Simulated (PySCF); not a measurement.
A GIAO shielding run with PySCF (density fitting, non-relativistic, gas phase) on SMILES CCC[Si@@H]1N[SiH2]N[Si@H](C)N1, C₄H₁₇N₃Si₃:

```
$ OMP_NUM_THREADS=1 python probes_run.py task.json out

{"job": {"kind": "nmr", "xc": "CAM-B3LYP", "basis": "pcSseg-1", "pop": false}, "charge": 0, "multiplicity": 1}
C      3.985385    -0.709856     0.607387
C      2.747351    -0.423361    -0.229404
C      1.840630     0.655799     0.359473
Si     0.332538     1.054034    -0.690538
N     -0.727681     2.170321     0.115750
Si    -2.383244     2.047163     0.611951
N     -3.007130     0.540381     0.027242
Si    -2.267379    -0.774371    -0.836345
C     -2.484345    -2.391794     0.082429
N     -0.582242    -0.389090    -1.004430
H      4.611430    -1.495016     0.155225
H      3.709880    -1.042475     1.621081
H      4.607551     0.193030     0.716261
H      2.168052    -1.357156    -0.346384
H      3.057112    -0.132830    -1.249859
H      2.414445     1.590403     0.505660
H      1.482658     0.354876     1.360475
H      0.843579     1.657073    -1.969822
H     -0.292764     3.061533     0.342095
H     -2.507570     2.136637     2.106252
H     -3.183462     3.199681     0.077415
H     -4.001567     0.411968     0.198555
H     -2.922979    -0.942512    -2.177830
H     -2.013107    -3.227157    -0.460959
H     -2.029716    -2.328045     1.083231
H     -3.551636    -2.640514     0.201082
H     -0.039116    -1.123135    -1.452930
```

Hardware: 1 thread of an Intel Xeon, shared host. The job also computes ring-centre shieldings.

Problem. How large is the calculation?

Solution. 104 electrons, 276 basis functions and 1489 auxiliary functions.

Problem. How long does it take, and how much memory does it need?

Solution. 5.5 min of wall time, with 12 SCF cycles and 6 response iterations; peak memory 1.7 GiB. Times on a shared host scatter by some tens of per cent.

Problem. And these other runs on the same molecule and hardware: GIAO shielding at PBE0/pcSseg-1?

Solution. PBE0/pcSseg-1: 276 functions, 3.9 min.
